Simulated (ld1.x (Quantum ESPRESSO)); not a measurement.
# Reading a pseudo-wave (Rh (Z = 45))

Columns: radius, all-electron u(r) and pseudo u(r) of the 4s shell (level -96.67 eV) of rhodium in the configuration [Ar] 3d10 4s2 4p6 4d7.5 5s0 5p0; LDA (PZ), scalar-relativistic, TM scheme, ld1.x (Quantum ESPRESSO) 7.5.

```
r (bohr)  all-electron   pseudo
   0.093       -0.4248  -0.1108
   0.185        0.1708  -0.2237
   0.278        0.6434  -0.3445
   0.370        0.4858  -0.4731
   0.463        0.0165  -0.6132
   0.555       -0.4685  -0.7581
   0.648       -0.8440  -0.9010
   0.740       -1.0702  -1.0219
   0.833       -1.1692  -1.1030
   0.925       -1.1711  -1.1267
   1.018       -1.1099  -1.0909
   1.110       -1.0133  -1.0086
   1.203       -0.8993  -0.8989
   1.295       -0.7833  -0.7833
   1.388       -0.6708  -0.6708
   1.480       -0.5686  -0.5686
   1.573       -0.4766  -0.4766
   1.665       -0.3973  -0.3973
   1.758       -0.3284  -0.3284
   1.850       -0.2706  -0.2706
   1.943       -0.2216  -0.2216
   2.035       -0.1812  -0.1812
   2.128       -0.1473  -0.1473
   2.220       -0.1198  -0.1198
   2.313       -0.0969  -0.0969
   2.405       -0.0784  -0.0784
```

**Question.** How many radial nodes do the two functions have?

**Answer.** The all-electron 4s function has n − l − 1 = 3 (the table is too coarse to show those close to the nucleus); the pseudo-wave has 0, since the states of the same l below it are removed with the core.

**Question.** At about which radius was the pseudo-wave matched?

**Answer.** 1.35 bohr. The columns agree to 0.0005 from 1.20 bohr on; several derivatives are matched, so the curves merge somewhat inside the radius.

**Question.** Where does each function peak?

**Answer.** Outermost all-electron maximum near 0.93 bohr, pseudo maximum near 0.93 bohr (to the table’s step).

**Question.** Is the pseudo-wave norm-conserving?

**Answer.** Yes: the TM scheme keeps the norm inside the radius equal to the all-electron one, which fixes the energy derivative of the logarithmic derivative at the level.
